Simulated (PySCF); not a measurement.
## Ar⁺: excitation energy

Ar⁺ [Ne] 3s2 3p5 (2P) → Ar⁺ [Ne] 3s1 3p6 (2S), as a difference of total energies. Computed with PySCF 2.14 in x2c-QZVPPall (9s6p4d2f1g, 70 functions), with scalar relativity by spin-free X2C-1e. Correlated levels: valence and next inner shell: 1s2 frozen. The calculations carry no spin-orbit coupling.

```csv
method,excitation energy (eV),error (eV)
UHF,18.784,+5.363
MP2 (valence and next inner shell),15.772,+2.351
SCS-MP2 (valence and next inner shell),15.497,+2.076
CCSD (valence and next inner shell),14.583,+1.162
CCSD(T) (valence and next inner shell),13.625,+0.204
```

Reference: 13.421 eV (measured; NIST levels, between the centres of gravity of the two terms).

Errors of the correlated levels include the incompleteness of this basis and the frozen core.

The coupled-cluster amplitudes are large for the upper state (T1 above 0.03 or a double amplitude above 0.15), so a single reference is strained.
